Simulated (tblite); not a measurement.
Species: C₄H₆F₂O₂.
Numbering: `[CH2:1]=[C:2]([F:3])[O:4][CH2:5][O:6][CH2:7][F:8]` (hydrogens: H9, H10 on C1; H11, H12 on C5; H13, H14 on C7)

The geometry is computed with GFN2-xTB (gas phase).

Question: Give the optimised bond lengths and angles.

Answer: 
```
          bond  length (Å)
         C1=C2       1.320
         C2–F3       1.350
         C2–O4       1.341
         O4–C5       1.420
         C5–O6       1.388
         O6–C7       1.379
         C7–F8       1.374
         C1–H9       1.071
        C1–H10       1.071
C5–H11, C5–H12       1.099
C7–H13, C7–H14       1.097
```

Bonds in one row agree within 0.01 Å and their mean is given. A selection of angles:
```
   angle  degrees
C1–C2–F3    120.9
C1–C2–O4    125.1
F3–C2–O4    114.0
C2–O4–C5    118.0
O4–C5–O6    108.5
C5–O6–C7    115.0
O6–C7–F8    110.6
```

Torsions: C1–C2–O4–C5 180° (antiperiplanar); C2–O4–C5–O6 -174° (antiperiplanar); O4–C5–O6–C7 -69° (synclinal); C5–O6–C7–F8 -70° (synclinal). The mirror-image conformer, all signs reversed, is as good.

The 4 C–O bonds span 1.341 Å (C2–O4, drawn single) to 1.420 Å (O4–C5, drawn single), a spread of 0.079 Å. The C–F distances run from 1.350 Å (C2–F3, drawn single) to 1.374 Å (C7–F8, drawn single), a spread of 0.024 Å. O4 (ether oxygen) is bent (angle 118.0°). Of the pairs four or more bonds apart, O4···H13 is among the closest relative to their van der Waals radii: 2.52 Å, 93 % of the sum of Bondi's values.

Point group: C1 (no symmetry element, even within 0.4 Å). Its GFN2-xTB frequencies are all real (lowest 28 cm⁻¹). The numbers are those of one conformer.
